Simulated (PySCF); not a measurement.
**Removing the step error of a finite difference**

System: H4B3O3 (SMILES B1OB[OH+]BO1), charge +1, singlet, at a GFN2-xTB geometry, atoms displaced at random by about 0.03 Å a coordinate. Level: HF/STO-3G, gradient (PySCF). Sums are taken with unrounded values, so a last digit can differ.

Central differences of the energy along z of atom 5 gave a gradient component of 0.012802 Eh/bohr at step 0.05 and 0.013373 Eh/bohr at step 0.2 (atomic units).

Extrapolate to zero step.

The leading error of a symmetric difference goes as h², so A(h) = A0 + c h². Then c = (0.013373 - (0.012802))/(0.2² - 0.05²) = 0.0152 (atomic units) and A0 = 0.012802 - c × 0.05² = 0.012764 Eh/bohr. The analytic value from the same program and level is 0.012763 Eh/bohr: the smaller step missed it by 0.000039, the extrapolation by 0.000001.
